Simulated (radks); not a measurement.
Species: the copper ion Cu12+. Configuration: [Ne] 3s2 3p5.

All-electron calculation, scalar-relativistic Kohn-Sham, PBEsol, spin-polarised, spherical densities, finite nucleus; open shells are filled with parallel spins first; Fermi nuclear charge, rms radius 3.8823 fm. Program: a radial shooting solver on a logarithmic mesh with Libxc functionals.

Energy parts (eV):
part                      energy
total                 -43312.990
kinetic                43995.438
electron-nucleus      -97769.705
Hartree                11944.751
exchange-correlation   -1483.474

Orbitals (lengths in bohr, moments of r in powers of bohr):
| orbital | occ. | eigenvalue (eV) | <r> |
|---|---|---|---|
| 1s up | 1 | -9213.075 | 0.05218 |
| 1s down | 1 | -9212.243 | 0.05218 |
| 2s up | 1 | -1434.317 | 0.2343 |
| 2s down | 1 | -1433.645 | 0.2342 |
| 2p up | 3 | -1290.194 | 0.2055 |
| 2p down | 3 | -1289.255 | 0.2055 |
| 3s up | 1 | -432.0990 | 0.6277 |
| 3s down | 1 | -429.3931 | 0.6286 |
| 3p up | 3 | -387.5727 | 0.6261 |
| 3p down | 2 | -384.8817 | 0.6271 |
| 3d up | 0 | -319.7257 | 0.5899 |
| 3d down | 0 | -317.3212 | 0.5904 |
| 4s up | 0 | -196.2950 | 1.290 |
| 4s down | 0 | -195.4336 | 1.294 |

The highest occupied level is 3p down at -384.88 eV. Summed over all electrons, <r^2> = 3.608 bohr^2, which gives a Langevin (diamagnetic) susceptibility term of -2.86 x 10^-6 cm^3/mol. The density falls to 0.001 e/bohr^3 at r = 1.63 bohr. The electron density at the nucleus is 2.246e+04 e/bohr^3 (large components only). The spin density at the nucleus is -0.371 e/bohr^3 (1s -1.116, 2s 0.076, 3s 0.669). For comparison, the ionisation energy in NIST's Atomic Spectra Database is 401.0 eV (semi-empirical). In exact Kohn-Sham theory the highest level is minus the ionisation energy, but local and semilocal functionals leave it too shallow, through self-interaction and a potential that decays too fast; potentials with the right tail come closer. Spin moment in Bohr magnetons: 1.
